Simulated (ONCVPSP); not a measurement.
Building the ONCV potential for molybdenum (PBE, fully relativistic).

molybdenum (Mo), optimised norm-conserving Vanderbilt (ONCV), made with ONCVPSP 4.0.1 (PBE, fully relativistic). Core [Ar] 3d10, reference 4s2 4p6 4d5 5s0.5 5p0.5. Waves: 4s+5s: rc 2.00 bohr, ncon 3, nbas 6, qcut 7.8 1/bohr, 2 projectors; 4p+5p: rc 2.40 bohr, ncon 4, nbas 8, qcut 6.2 1/bohr, 3 projectors, debl 0.4 Ha; 4d: rc 2.60 bohr, ncon 4, nbas 8, qcut 7.3 1/bohr, 2 projectors, debl 2.6 Ha. Local part: polynomial inside 1.85 bohr (lpopt 3, dvloc0 3 Ha). Core correction: none.

Open shells are filled in proportion to 2j + 1.

All-electron outer shells of the reference configuration (PBE, scalar-relativistic, ld1.x):

```
shell  level (eV)  outermost node (bohr)  outermost maximum (bohr)
   3p     -379.93                   0.17                      0.38
   3d     -221.66                      –                      0.32
   4s      -65.05                   0.51                      0.99
   4p      -39.20                   0.52                      1.08
   5s       -4.56                   1.34                      2.93
   4d       -4.42                   0.53                      1.38
   5p       -1.42                   1.54                      4.05
```

What the tests gave:

* Cutoffs needed: 15 Ha and 19 Ha (the cutoffs (Ha) at which the residual kinetic energy of the hardest occupied pseudo-wave falls to 1 and 0.1 mHa per electron)
* Ghost test: no bound ghost flagged; no localised positive-energy state flagged
* Largest excitation error: +1.7 meV (all-electron minus pseudo) for 4s2 4p6 4d4 5s0 5p0, out of 4 test configurations

Generation and tests took about 13 s on one core of a shared server CPU.
